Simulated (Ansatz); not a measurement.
Ansatz (a quantum-chemistry and plane-wave program) job for TaO3, SMILES [O]=[Ta](=[O])=[O] (connectivity only; charge and spin as stated), neutral, multiplicity 2, ωB97X-V/def2-SVPD. Coordinates come from a B3LYP-D3(BJ)/def2-TZVP optimisation. The spin state was assumed, not searched. The def2 effective core potentials stand for the cores of Ta; spin–orbit coupling is left out.

Ansatz 0.2 input:
```yaml
crystal:
  periodic: [false, false, false]
  atoms:
    - {symbol: Ta, position_ang: [0.02835911, 0.17210029, -0.00000000]}
    - {symbol: O, position_ang: [0.75086774, -0.55930819, 1.42689199]}
    - {symbol: O, position_ang: [-1.76051247, -0.45179879, -0.00000004]}
    - {symbol: O, position_ang: [0.75086782, -0.55930819, -1.42689195]}
basis:
  gaussian:
    orbitals: def2-SVPD
hamiltonian:
  xc: {name: wB97X-V}
magnetization: {spin_polarized: true, initial_magnetization: 1}
```

It prints:

```
WARN ansatz: RAYON_NUM_THREADS=1 ignored (pool sized by the plan → 1); use --threads N
Functional definition: wB97X-V
integrals: 0.06 GiB planned
891 factors; their error is unknown
integrals: 0.09 GiB planned
278 factors; integrals over basis functions are off by at most 1.4e-5 eV
mean field: 0.70 GiB planned
mean field evaluation 1: about -7668.2922 eV, gradient 6.4e1 eV
mean field evaluation 2: about -7529.7381 eV, gradient 1.9e2 eV
mean field evaluation 4: about -7684.4677 eV, gradient 1.3e1 eV
mean field evaluation 8: about -7685.1960 eV, gradient 1.7e-1 eV
mean field evaluation 16: about -7685.2252 eV, gradient 4.6e-3 eV
mean field evaluation 32: about -7685.2252 eV, gradient 1.8e-5 eV
mean field -7685.22523482 eV, -282.4268181467 hartree, gradient 9.8e-6 eV, S^2 0.763259; 2 other end points of the search recorded, 0 dependent functions left out
reference -7685.22523274 eV, -282.4268180704 hartree; 19, 18 occupied and 85, 86 virtual orbitals, 891 factors
Total energy: -7685.22523274 eV, -282.4268180704 hartree
```

The run converged.
